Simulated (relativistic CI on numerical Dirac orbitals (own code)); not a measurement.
# Ligand-field terms of d6

Computed with a parametric ligand-field model of a d^n configuration (Racah B and C, spin-orbit zeta, crystal field), exact diagonalisation.

Field parameters in Wybourne normalisation: D3d B²₀ = −7Dσ, B⁴₀ = −14Dq − 21Dτ, B⁴₃ = −14√(10/7) Dq; D4h B²₀ = −7Ds, B⁴₀ = 21(Dq − Dt), B⁴₄ = 21√(5/14) Dq; Oh B⁴₀ = 21Dq, B⁴₄ = √(5/14) B⁴₀. The field is a parameter set, without covalency.

Problem. Ground term and bands for B = 830, C = 3020, ζ = 0 cm⁻¹, D3d, 10Dq = 11300, Dσ = -1200, Dτ = -190 cm⁻¹?

Solution. Ground term 5E with 2.01 electrons in the two orbitals of the cubic e set. Spin-allowed: 5A1 4993 cm⁻¹ (2003 nm), 5E 12437 cm⁻¹ (804 nm). Lowest spin-forbidden: 1A1 6217 cm⁻¹ (1609 nm), 3E 7345 cm⁻¹ (1361 nm), 3A2 9882 cm⁻¹ (1012 nm).

Problem. Ground term and bands for B = 400, C = 1540, ζ = 0 cm⁻¹, D4h, 10Dq = 27250, Ds = 2960, Dt = -120 cm⁻¹?

Solution. Ground term 1A1 with 0.02 electrons in the two orbitals of the cubic e set. Spin-allowed: 1B2 20935 cm⁻¹ (478 nm), 1E 25355 cm⁻¹ (394 nm), 1A2 26066 cm⁻¹ (384 nm), 1E 40085 cm⁻¹ (249 nm). Lowest spin-forbidden: 3B2 14717 cm⁻¹ (679 nm), 3E 21646 cm⁻¹ (462 nm), 3A2 22883 cm⁻¹ (437 nm).

Problem. Ground term and bands for B = 410, C = 1700, ζ = 0 cm⁻¹, Oh, 10Dq = 7250 cm⁻¹?

Solution. Ground term 1A1 with 0.08 electrons in the two orbitals of the cubic e set. Spin-allowed: 1T1 6331 cm⁻¹ (1580 nm), 1T2 10680 cm⁻¹ (936 nm), 1E 13501 cm⁻¹ (741 nm), 1T2 13724 cm⁻¹ (729 nm). Lowest spin-forbidden: 5T2 82 cm⁻¹, 3T1 2585 cm⁻¹, 3T2 4774 cm⁻¹ (2095 nm).

Problem. Ground term and bands for B = 370, C = 1790, ζ = 0 cm⁻¹, Oh, 10Dq = 37550 cm⁻¹?

Solution. Ground term 1A1 with 0.01 electrons in the two orbitals of the cubic e set. Spin-allowed: 1T1 36065 cm⁻¹ (277 nm), 1T2 41654 cm⁻¹ (240 nm), 1T2 72797 cm⁻¹ (137 nm), 1E 73253 cm⁻¹ (137 nm). Lowest spin-forbidden: 3T1 32379 cm⁻¹ (309 nm), 3T2 35169 cm⁻¹ (284 nm), 5T2 59372 cm⁻¹ (168 nm).

Problem. A d6 ion in Oh symmetry has the ground term 1A1 and bands at 3T1 5864 cm⁻¹ (1705 nm), 5T2 6312 cm⁻¹ (1584 nm), 3T2 8278 cm⁻¹ (1208 nm), 1T1 9810 cm⁻¹ (1019 nm), 1T2 14721 cm⁻¹ (679 nm), 1T2 20396 cm⁻¹ (490 nm), 1E 20600 cm⁻¹ (485 nm). Which parameters reproduce them?

Solution. B = 390, C = 1840, ζ = 0 cm⁻¹, Oh, 10Dq = 10950 cm⁻¹.
